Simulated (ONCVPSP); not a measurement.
# An all-electron radial function and its pseudo partner (helium)

Columns: radius, all-electron u(r) and pseudo u(r) of the 1s shell (level -15.52 eV) of helium in the configuration 1s2; LDA (Perdew-Zunger), scalar-relativistic, ONCV scheme, ONCVPSP 4.0.1.

| r (bohr) | all-electron | pseudo |
| --- | --- | --- |
| 0.025 | 0.1117 | 0.0946 |
| 0.050 | 0.2130 | 0.1874 |
| 0.075 | 0.3039 | 0.2767 |
| 0.100 | 0.3858 | 0.3614 |
| 0.125 | 0.4591 | 0.4402 |
| 0.150 | 0.5246 | 0.5125 |
| 0.175 | 0.5831 | 0.5780 |
| 0.200 | 0.6349 | 0.6359 |
| 0.225 | 0.6807 | 0.6865 |
| 0.250 | 0.7211 | 0.7299 |
| 0.275 | 0.7564 | 0.7663 |
| 0.300 | 0.7871 | 0.7965 |
| 0.325 | 0.8137 | 0.8213 |
| 0.350 | 0.8365 | 0.8419 |
| 0.375 | 0.8556 | 0.8589 |
| 0.400 | 0.8716 | 0.8732 |
| 0.425 | 0.8848 | 0.8854 |
| 0.450 | 0.8953 | 0.8954 |
| 0.475 | 0.9033 | 0.9033 |
| 0.500 | 0.9092 | 0.9092 |
| 0.525 | 0.9131 | 0.9131 |
| 0.550 | 0.9152 | 0.9152 |
| 0.575 | 0.9156 | 0.9156 |
| 0.600 | 0.9146 | 0.9146 |
| 0.625 | 0.9122 | 0.9122 |
| 0.650 | 0.9086 | 0.9086 |

(1) How many radial nodes do the two functions have?

(2) At about which radius was the pseudo-wave matched?

(3) Is the pseudo-wave norm-conserving?

Answers

(1) The all-electron 1s function has n − l − 1 = 0; the pseudo-wave has 0.

(2) 0.50 bohr. The columns agree to 0.0005 from 0.45 bohr on; several derivatives are matched, so the curves merge somewhat inside the radius.

(3) Yes: the ONCV scheme keeps the norm inside the radius equal to the all-electron one, which fixes the energy derivative of the logarithmic derivative at the level.
